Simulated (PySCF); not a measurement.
## Atomic charges against the basis set

Compound: C₄H₅BF₂.
Cartesian coordinates in Å at the PBE0-D3(BJ)/def2-SVP level; atoms count from 1:
```xyz
12
C4H5BF2 angstrom
F      2.8762    0.7834    0.0527
B      1.8986   -0.1010    0.0091
F      1.9886   -1.1275    0.8319
C      0.6703    0.0658   -0.9558
C     -0.5471    0.1916   -0.1321
C     -1.5018    0.8952    0.3988
C     -1.4534   -0.5512    0.8016
H      0.8028    0.9402   -1.6089
H      0.6002   -0.8409   -1.5826
H     -2.0202    1.8421    0.5223
H     -1.0953   -0.8321    1.8059
H     -2.1883   -1.2637    0.3913
```

PBE0 throughout (PySCF), one geometry, spherical d and f functions. Isolated species at its PBE0-D3(BJ)/def2-SVP geometry (one conformer only). Atoms taken as equivalent share a column and are averaged. The first 7 of 9 kinds of atom are listed.

Mulliken charges (e):

```tsv
basis	functions	F1/F3	B2	C4	C5	C6	C7	H8/H9
STO-3G	40	-0.117	+0.390	-0.274	-0.018	-0.121	-0.158	+0.095
6-31G	73	-0.287	+0.768	-0.632	+0.007	-0.146	-0.351	+0.212
pcSseg-0	73	-0.308	+1.010	-0.882	-0.177	-0.203	-0.419	+0.282
6-31G*	108	-0.249	+0.696	-0.635	+0.116	-0.203	-0.387	+0.210
cc-pVDZ	123	-0.086	+0.260	-0.089	-0.039	-0.151	-0.026	+0.065
def2-SVP	123	-0.096	+0.254	-0.033	-0.036	-0.223	-0.061	+0.074
aug-cc-pVDZ	206	-0.396	+1.070	+0.193	+0.251	+0.363	+0.728	-0.248
6-311+G(2d,p)	219	-0.291	+0.892	-1.207	+0.482	+0.017	-0.314	+0.179
def2-TZVP	247	-0.225	+0.494	-0.199	-0.043	-0.195	-0.229	+0.131
cc-pVTZ	280	-0.180	+0.387	-0.140	+0.016	-0.217	-0.205	+0.107
IGLO-III	295	-0.337	+0.849	-0.435	+0.002	-0.107	-0.216	+0.140
pcSseg-2	322	-0.323	+0.681	-0.006	-0.020	-0.193	-0.084	+0.060
```

IAO charges (e):

```tsv
basis	functions	F1/F3	B2	C4	C5	C6	C7	H8/H9
STO-3G	40	-0.157	+0.479	-0.431	0.000	-0.143	-0.265	+0.156
6-31G	73	-0.295	+0.722	-0.473	+0.024	-0.175	-0.290	+0.182
pcSseg-0	73	-0.283	+0.704	-0.472	+0.012	-0.167	-0.289	+0.181
6-31G*	108	-0.307	+0.766	-0.471	+0.029	-0.175	-0.270	+0.173
cc-pVDZ	123	-0.303	+0.753	-0.471	+0.031	-0.179	-0.271	+0.175
def2-SVP	123	-0.301	+0.752	-0.468	+0.031	-0.174	-0.263	+0.172
aug-cc-pVDZ	206	-0.311	+0.767	-0.476	+0.033	-0.185	-0.281	+0.179
6-311+G(2d,p)	219	-0.314	+0.774	-0.479	+0.032	-0.184	-0.282	+0.180
def2-TZVP	247	-0.316	+0.782	-0.480	+0.032	-0.185	-0.282	+0.179
cc-pVTZ	280	-0.315	+0.780	-0.481	+0.032	-0.185	-0.282	+0.179
IGLO-III	295	-0.316	+0.780	-0.480	+0.032	-0.186	-0.283	+0.180
pcSseg-2	322	-0.316	+0.781	-0.480	+0.032	-0.185	-0.282	+0.179
```

Hirshfeld charges (e):

| basis | functions | F1/F3 | B2 | C4 | C5 | C6 | C7 | H8/H9 |
| --- | --- | --- | --- | --- | --- | --- | --- | --- |
| STO-3G | 40 | -0.059 | +0.218 | -0.070 | -0.018 | -0.070 | -0.055 | +0.027 |
| 6-31G | 73 | -0.131 | +0.303 | -0.116 | +0.001 | -0.069 | -0.093 | +0.057 |
| pcSseg-0 | 73 | -0.131 | +0.308 | -0.126 | +0.010 | -0.062 | -0.093 | +0.055 |
| 6-31G* | 108 | -0.126 | +0.303 | -0.116 | +0.001 | -0.070 | -0.095 | +0.056 |
| cc-pVDZ | 123 | -0.120 | +0.297 | -0.132 | +0.007 | -0.064 | -0.100 | +0.058 |
| def2-SVP | 123 | -0.126 | +0.311 | -0.137 | +0.010 | -0.064 | -0.102 | +0.059 |
| aug-cc-pVDZ | 206 | -0.134 | +0.330 | -0.142 | -0.003 | -0.067 | -0.109 | +0.063 |
| 6-311+G(2d,p) | 219 | -0.140 | +0.339 | -0.137 | -0.007 | -0.066 | -0.104 | +0.062 |
| def2-TZVP | 247 | -0.137 | +0.333 | -0.138 | -0.002 | -0.066 | -0.106 | +0.062 |
| cc-pVTZ | 280 | -0.134 | +0.328 | -0.139 | +0.002 | -0.066 | -0.106 | +0.061 |
| IGLO-III | 295 | -0.138 | +0.337 | -0.142 | -0.003 | -0.066 | -0.108 | +0.062 |
| pcSseg-2 | 322 | -0.138 | +0.338 | -0.142 | -0.001 | -0.066 | -0.109 | +0.062 |

Some averages cover members that differ in this geometry, most widely: H8/H9, Mulliken in aug-cc-pVDZ -0.336 to -0.160 e.

Question: Which scheme is steadiest as the basis changes?

Answer: Largest range over the bases for any column: Hirshfeld 0.12 e, IAO 0.30 e, Mulliken 1.40 e. Hirshfeld charges move least and Mulliken charges most, counted in e. Without the minimal STO-3G basis the ranges are Hirshfeld 0.04, IAO 0.08, Mulliken 1.40 e.

Question: How much do the charges still move between the two largest bases, IGLO-III and pcSseg-2?

Answer: At most, over all atoms: Mulliken 0.429 e, IAO 0.002 e, Hirshfeld 0.002 e.

Question: What do the same runs give for the total energy, the frontier levels and the dipole moment?

Answer: 
```json
{"basis": "STO-3G", "energy (Eh)": "-374.5484", "HOMO (eV)": "-4.92", "LUMO (eV)": "3.25", "μ (D)": "0.90"}
{"basis": "6-31G", "energy (Eh)": "-379.4892", "HOMO (eV)": "-6.89", "LUMO (eV)": "-0.19", "μ (D)": "1.68"}
{"basis": "pcSseg-0", "energy (Eh)": "-378.7346", "HOMO (eV)": "-7.25", "LUMO (eV)": "-0.36", "μ (D)": "1.57"}
{"basis": "6-31G*", "energy (Eh)": "-379.5869", "HOMO (eV)": "-6.74", "LUMO (eV)": "0.12", "μ (D)": "1.33"}
{"basis": "cc-pVDZ", "energy (Eh)": "-379.6136", "HOMO (eV)": "-6.85", "LUMO (eV)": "-0.11", "μ (D)": "1.42"}
{"basis": "def2-SVP", "energy (Eh)": "-379.3175", "HOMO (eV)": "-6.94", "LUMO (eV)": "-0.18", "μ (D)": "1.44"}
{"basis": "aug-cc-pVDZ", "energy (Eh)": "-379.6348", "HOMO (eV)": "-6.97", "LUMO (eV)": "-0.41", "μ (D)": "1.50"}
{"basis": "6-311+G(2d,p)", "energy (Eh)": "-379.7124", "HOMO (eV)": "-7.00", "LUMO (eV)": "-0.40", "μ (D)": "1.53"}
{"basis": "def2-TZVP", "energy (Eh)": "-379.7497", "HOMO (eV)": "-6.98", "LUMO (eV)": "-0.30", "μ (D)": "1.50"}
{"basis": "cc-pVTZ", "energy (Eh)": "-379.7349", "HOMO (eV)": "-6.96", "LUMO (eV)": "-0.25", "μ (D)": "1.48"}
{"basis": "IGLO-III", "energy (Eh)": "-379.7564", "HOMO (eV)": "-6.98", "LUMO (eV)": "-0.35", "μ (D)": "1.50"}
{"basis": "pcSseg-2", "energy (Eh)": "-379.7490", "HOMO (eV)": "-7.00", "LUMO (eV)": "-0.35", "μ (D)": "1.52"}
```

The dipole is fixed by the density alone, so its range of 0.78 D shows that the density itself changes with the basis, not only its division among atoms.
